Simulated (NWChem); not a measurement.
silene (CH$_{4}$Si); SMILES C=[SiH2]

```xyz
6

C      0.0000     0.0000     1.1568
Si     0.0000     0.0000    -0.5508
H      0.0000     0.9266     1.7378
H      0.0000    -0.9266     1.7378
H      0.0000    -1.2496    -1.3540
H      0.0000     1.2496    -1.3540
```
Atoms are numbered in this order, from 1.

Computed with NWChem. All runs use the structure optimised with PBE0/def2-SVP. Solvent water, SMD (1 M gas to 1 M solution), gas-phase geometry. Reactions with the solvent are ignored.

Q: What does the run give for B3LYP/cc-pVTZ? Quantities: solvation free energy (kcal/mol); cavity-dispersion-structure term (kcal/mol); dipole in solution (D).

A: 
```yaml
solvation free energy (kcal/mol): 1.3
cavity-dispersion-structure term (kcal/mol): 3.1
dipole in solution (D): 1.06
```
